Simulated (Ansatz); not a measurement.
`NC(F)[SiH2]Cl`. The species carries charge 0 and has multiplicity 1. The structure was optimised at the PBE0-D4/def2-TZVP level. It is one conformer, not always the lowest.

```xyz
10

N     1.186   -0.874    0.283
C    -0.129   -0.681   -0.150
F    -0.315   -0.970   -1.537
Si   -0.706    1.117    0.046
Cl   -0.926    1.555    2.038
H     1.860   -0.263   -0.156
H     1.499   -1.834    0.245
H    -0.791   -1.373    0.378
H     0.332    2.010   -0.525
H    -2.010    1.311   -0.622
```

**Question.** What is the dipole moment at PBE/def2-TZVPP? (Best estimate.)

**Answer.** The calculation gave: 1.43 D, with components (1.18, -0.78, -0.20) D in this frame, pointing from negative to positive charge.

**Question.** And with r2SCAN, B3LYP, ωB97M-V? (Estimate.)

**Answer.** Ansatz gave: r2SCAN 1.39 D, B3LYP 1.32 D, ωB97M-V 1.30 D.

**Question.** Give the Mulliken charges with PBE, r2SCAN, B3LYP in def2-TZVPP. (Estimate.)

**Answer.** Computed: 
| atom | PBE | r2SCAN | B3LYP |
| --- | --- | --- | --- |
| N1 | -0.29 | -0.33 | -0.29 |
| C2 | 0.07 | 0.14 | 0.11 |
| F3 | -0.21 | -0.25 | -0.26 |
| Si4 | 0.37 | 0.47 | 0.44 |
| Cl5 | -0.22 | -0.25 | -0.25 |
| H6 | 0.16 | 0.16 | 0.14 |
| H7 | 0.15 | 0.15 | 0.14 |
| H8 | 0.09 | 0.05 | 0.09 |
| H9 | -0.06 | -0.07 | -0.07 |
| H10 | -0.05 | -0.06 | -0.06 |

B3LYP here is the variant with VWN-RPA as its local correlation; programs differ in this.
